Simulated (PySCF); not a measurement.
3-fluorothiophene (C4H3FS), SMILES Fc1ccsc1. The structure is a stationary point at PBE-D3(BJ)/def2-SVP.

Computed equilibrium geometry at PBE-D3(BJ)/def2-SVP (PySCF confirms it by a frequency run) as a Z-matrix, and its point group:
point group Cs.
```
C
F 1 1.3404
C 1 1.3815 2 123.40
H 3 1.0952 1 127.96 2 0.00
C 1 1.4286 2 122.25 3 180.00
C 5 1.3801 1 111.21 2 180.00
H 6 1.0965 5 128.22 1 180.00
H 5 1.0976 6 125.10 7 0.00
S 3 1.7312 4 121.85 1 180.00
```
Charge 0, spin multiplicity 1.
